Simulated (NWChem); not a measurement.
**Basis-set convergence for hydrogen telluride (H2Te)**

SMILES: [TeH2]
```xyz
3

Te     0.0000     0.0000    -0.0435
H     -1.1788     0.0000     1.1300
H      1.1788     0.0000     1.1300
```
Charge 0, spin multiplicity 1.

All runs are NWChem calculations. All single points use one geometry, from PBE0/def2-SVP with def2 effective core potentials on Te, a minimum by its harmonic frequencies.

Quantity: vertical ionisation energy at the level ΔPBE0 (Δ: difference of total energies, the cation a doublet at the parent's geometry with its hole in an orbital of symmetry b2 (C2v labels); it is the state that the SCF runs reached, from PBE0 orbitals for Hartree-Fock references, and need not be the lowest).

Effective core potentials replace the inner electrons of Te; spin-orbit coupling is left out. The stability of the SCF solutions was not checked.

Costs are rough ratios of processor time within this set of runs, SCF included, with def2-SVP as 1.

```csv
basis,functions,vertical ionisation energy (eV),relative cost
def2-SVP,36,8.95,1
def2-SVPD,51,8.97,under 3
def2-TZVP,62,8.97,under 3
def2-TZVPD,77,8.98,under 3
def2-TZVPP,78,8.97,under 3
def2-QZVP,142,8.98,10
```

Smallest basis within 0.2 eV of def2-QZVP, the largest set run: def2-SVP, with 36 functions against 142 and about 10 % of the time (also within reach: def2-SVPD, def2-TZVP, def2-TZVPD, def2-TZVPP). def2-QZVP isn't the basis-set limit itself, and a small set can land close by cancellation.
